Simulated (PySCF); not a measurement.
H3Si2, SMILES [SiH3][Si] (connectivity only; charge and spin as stated), charge +1, multiplicity 1.

The structure is a stationary point at PBE0-D3(BJ)/def2-TZVP. The spin state was assumed, not searched. The isomer is the one that the SMILES or the coordinates give; other isomers of the formula were not compared.

The numbers are results of PBE0-D3(BJ)/def2-TZVP in PySCF, not measurements.

Frequencies are harmonic and unscaled.

Modes within 1.5 cm⁻¹ of each other (mostly degenerate sets) share a row, with their intensities summed.

Problem. Estimate the vibrational spectrum. (The exact figures need the calculation; the answer reports its results.)

Solution. 
```csv
mode,ν (cm⁻¹),IR (km/mol),moving atoms (share of kinetic energy)
1–2,242,32.0,"H 91 %, Si 9 %"
3,387,36.6,Si 94 %
4,780,127.3,"H 89 %, Si 11 %"
5–6,883,36.7,H 97 %
7,2206,3.7,H 99 %
8–9,2236,6.7,H 96 %
```
